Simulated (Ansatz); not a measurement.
Problem. Name a neutral molecule of B, C, N and H with HOMO energy (B3LYP/def2-TZVPP) between -6.05 and -5.75 eV and HOMO energy (ωB97M-V/def2-TZVPP) between -8.45 and -8.15 eV (Ansatz, PBE0-D4/def2-TZVP geometry).

Solution. `CC1=[N+](C)[B-](C)(C)N1C` (-5.99 eV, -8.42 eV). Other molecules can fit too; these were computed, each in one conformer that needn't be the lowest.

B3LYP here is the variant with VWN-RPA as its local correlation; programs differ in this.
